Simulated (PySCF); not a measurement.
**ORD: `CC[C@@H]1C[C@H](F)[S@@]1=O`, C₅H₉FOS**

Molfile (atoms numbered from 1):
```
C5H9FOS
     RDKit          3D

 17 17  0  0  0  0  0  0  0  0999 V2000
    2.0540    0.4638   -0.8646 C   0  0  0  0  0  0  0  0  0  0  0  0
    0.7251    1.0815   -0.4415 C   0  0  0  0  0  0  0  0  0  0  0  0
    0.0132    0.2483    0.5995 C   0  0  2  0  0  0  0  0  0  0  0  0
   -0.4735   -1.1396    0.1805 C   0  0  0  0  0  0  0  0  0  0  0  0
   -1.8121   -1.0662    0.8915 C   0  0  2  0  0  0  0  0  0  0  0  0
   -2.8681   -1.6030    0.2330 F   0  0  0  0  0  0  0  0  0  0  0  0
   -1.7481    0.8349    0.9339 S   0  0  0  0  0  4  0  0  0  0  0  0
   -2.2616    1.3496   -0.3252 O   0  0  0  0  0  0  0  0  0  0  0  0
    1.9045   -0.5284   -1.2830 H   0  0  0  0  0  0  0  0  0  0  0  0
    2.7249    0.3806   -0.0123 H   0  0  0  0  0  0  0  0  0  0  0  0
    2.5312    1.0855   -1.6173 H   0  0  0  0  0  0  0  0  0  0  0  0
    0.0671    1.1863   -1.3076 H   0  0  0  0  0  0  0  0  0  0  0  0
    0.8971    2.0814   -0.0363 H   0  0  0  0  0  0  0  0  0  0  0  0
    0.5429    0.2324    1.5518 H   0  0  0  0  0  0  0  0  0  0  0  0
    0.1621   -1.9782    0.4673 H   0  0  0  0  0  0  0  0  0  0  0  0
   -0.6456   -1.1728   -0.8960 H   0  0  0  0  0  0  0  0  0  0  0  0
   -1.8202   -1.4442    1.9164 H   0  0  0  0  0  0  0  0  0  0  0  0
  1  2  1  0
  2  3  1  0
  3  4  1  0
  4  5  1  0
  5  6  1  0
  7  5  1  6
  7  8  2  0
  7  3  1  0
  1  9  1  0
  1 10  1  0
  1 11  1  0
  2 12  1  0
  2 13  1  0
  3 14  1  1
  4 15  1  0
  4 16  1  0
  5 17  1  1
M  END
```

Level of theory: TDDFT BHandHLYP/def2-SVPD circular dichroism and optical rotation, one conformer, gas phase in PySCF. Geometry: GFN2-xTB.

The molecule is flexible and this is one conformer; a measurement averages over conformers. States above about 8.1 eV (minus the energy of the highest occupied orbital) lie near or above the ionisation threshold and depend on the basis.

Stereocentres: C3 R, C5 R, S7 R.

(1) What is the specific rotation at 633, 589.3, 546, 436, 405, 365, 355 nm?

(2) And for the mirror image at 589.3 nm?

(3) What is the molar rotation [Φ] = [α]·M/100 of the geometry above at 589.3 nm?

Answers

(1) [α] in deg dm⁻¹ (g/mL)⁻¹:
| λ (nm) | origin-invariant length gauge | modified velocity gauge | length gauge (centre of mass) | isotropic polarisability (au) |
| --- | --- | --- | --- | --- |
| 633 | +84.6 | +96.7 | +85.4 | 82.4 |
| 589.3 | +101.5 | +115.4 | +102.4 | 82.7 |
| 546 | +124.0 | +140.2 | +125.2 | 83.1 |
| 436 | +237.7 | +262.7 | +239.7 | 84.6 |
| 405 | +302.1 | +330.7 | +304.6 | 85.3 |
| 365 | +437.7 | +471.6 | +441.1 | 86.5 |
| 355 | +487.2 | +522.4 | +491.1 | 86.9 |

(2) -101.5 deg dm⁻¹ (g/mL)⁻¹ (origin-invariant length gauge): the same size and the opposite sign.

(3) With M = 136.18 g/mol, +138.2 deg cm² dmol⁻¹ (origin-invariant length gauge).

The first excitation lies at 5.44 eV (228 nm) with R = +9.6 × 10⁻⁴⁰ esu² cm² (velocity form).
